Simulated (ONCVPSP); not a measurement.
**Configuration tests for iron (ONCV)**

```
Element                 : iron (Fe)
Generator               : ONCVPSP 4.0.1
Type                    : optimised norm-conserving Vanderbilt (ONCV)
Functional              : PBE
Relativity              : scalar-relativistic
Frozen core             : [Ne]
Valence charge          : 16
Reference configuration : 3s2 3p6 3d5 (charge +3)
Partial waves           : 3s: rc 0.85 bohr, ncon 4, nbas 8, qcut 6.5 1/bohr, 1 projector; 3p: rc 0.80 bohr, ncon 3, nbas 6, qcut 9.8 1/bohr, 1 projector; 3d: rc 1.25 bohr, ncon 4, nbas 9, qcut 10 1/bohr, 2 projectors, debl 2.2 Ha; f scattering state at 0.15 Ha: rc 1.10 bohr, ncon 3, nbas 6, qcut 9.7 1/bohr, 3 projectors, debl 0.5 Ha
Local potential         : polynomial inside 0.60 bohr (lpopt 5, dvloc0 2 Ha)
Core correction         : none
```

Energies are relative to the spin-unpolarised reference configuration 3s2 3p6 3d5; without spin polarisation the order of configurations can differ from experiment.

```json
{"valence configuration": "3s2 3p6 3d6 4s2", "charge": "0", "ΔE all-electron (eV)": "-59.155", "error AE − PS (meV)": "+1170"}
{"valence configuration": "3s2 3p6 3d7 4s1", "charge": "0", "ΔE all-electron (eV)": "-59.947", "error AE − PS (meV)": "+446"}
```

(1) What are ΔE and the potential's error for 3s2 3p6 3d6 4s1?

(2) What are ΔE and the potential's error for 3s2 3p6 3d6?

Note: ghosts flagged at negative energy: f at -347.9 eV; GHOST(+) flagged for s at 22.5 eV. A true bound ghost makes a file unfit for plane-wave use.

## Answers

(1) ΔE = -50.426 eV all-electron; the error (AE − PS) is +778 meV.

(2) ΔE = -34.223 eV all-electron; the error (AE − PS) is +34 meV.
